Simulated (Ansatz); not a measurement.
BiH3⁺. Total charge 1; doublet. Geometry PBE-D4/def2-TZVP, that of the neutral singlet; atoms count from 1.

Cartesian coordinates in Å:
```
Bi 0.159 0.685 -0.347
H -1.134 -0.469 -0.855
H -0.339 0.477 1.376
H 1.314 -0.693 -0.174
```

In the def2 sets Bi takes a core potential; there is no spin–orbit coupling.

Question: Estimate the Mulliken populations from the PBE0/def2-TZVP orbitals of Ansatz.

Answer: 
```json
{"atom": "Bi1", "charge (e)": "0.57", "spin (α − β)": "0.60"}
{"atom": "H2", "charge (e)": "0.14", "spin (α − β)": "0.13"}
{"atom": "H3", "charge (e)": "0.14", "spin (α − β)": "0.13"}
{"atom": "H4", "charge (e)": "0.14", "spin (α − β)": "0.13"}
```
Mulliken values depend strongly on the basis.

Question: Where does the spin sit?

Answer: Summed by element: Bi 0.60, H 0.40, of 1 unpaired in all. Largest on single atoms: Bi1 0.60, H3 0.13, H2 0.13.
